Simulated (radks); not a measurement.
Question: Method: non-relativistic Kohn-Sham, LDA (Slater exchange, Perdew-Wang correlation), spin-polarised, spherical densities, point nucleus; open shells are filled with parallel spins first (spin-orbit coupling, left out, can overturn this in heavy ions); computed with a radial shooting solver on a logarithmic mesh with Libxc functionals. Response by self-consistent Sternheimer equations with the Hartree and adiabatic LDA kernel. For heavy and open-shell atoms this level of theory can miss by tens of per cent. Rank Kr2+, Ti, Br+, Nb, Li, V (NIST ground configurations) by static dipole polarisability, largest first.

Answer: Li 143.7, Ti 97.84, Nb 92.79, V 85.09, Br+ 12.70, Kr2+ 7.553 bohr^3.
